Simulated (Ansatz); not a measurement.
CH$_{6}$FSi$_{2}$ (`F[SiH2]C[SiH2]`) radical. The species carries charge 0 and has multiplicity 2. The structure was optimised at the PBE0-D4/def2-TZVP level. It is one conformer, not always the lowest.

```xyz
10

F     2.138   -0.869   -0.482
Si    0.570   -1.179   -0.609
C    -0.363   -0.119    0.593
Si   -0.078    1.732    0.422
H     0.163   -0.876   -2.004
H     0.385   -2.624   -0.325
H    -1.434   -0.316    0.442
H    -0.123   -0.429    1.615
H    -0.294    2.172   -0.985
H    -0.963    2.508    1.336
```

Problem. What is the dipole moment at ωB97M-V/def2-TZVPP? (An estimate is asked.)

Solution. The calculation gave: 1.74 D, with components (-1.57, -0.48, 0.59) D in this frame, pointing from negative to positive charge.

Problem. And with PBE, r2SCAN, B3LYP? (Estimate.)

Solution. Ansatz gave: PBE 1.80 D, r2SCAN 1.82 D, B3LYP 1.82 D.

Problem. Give the Mulliken charges with ωB97M-V, B3LYP, PBE in def2-TZVPP. (Estimate.)

Solution. Ansatz gave: 
| atom | ωB97M-V | B3LYP | PBE |
| --- | --- | --- | --- |
| F1 | -0.32 | -0.33 | -0.29 |
| Si2 | 0.50 | 0.58 | 0.49 |
| C3 | -0.41 | -0.33 | -0.29 |
| Si4 | 0.10 | 0.16 | 0.10 |
| H5 | -0.05 | -0.09 | -0.08 |
| H6 | -0.05 | -0.09 | -0.08 |
| H7 | 0.13 | 0.10 | 0.11 |
| H8 | 0.13 | 0.11 | 0.11 |
| H9 | -0.01 | -0.05 | -0.04 |
| H10 | -0.01 | -0.05 | -0.04 |

B3LYP here is the variant with VWN-RPA as its local correlation; programs differ in this.
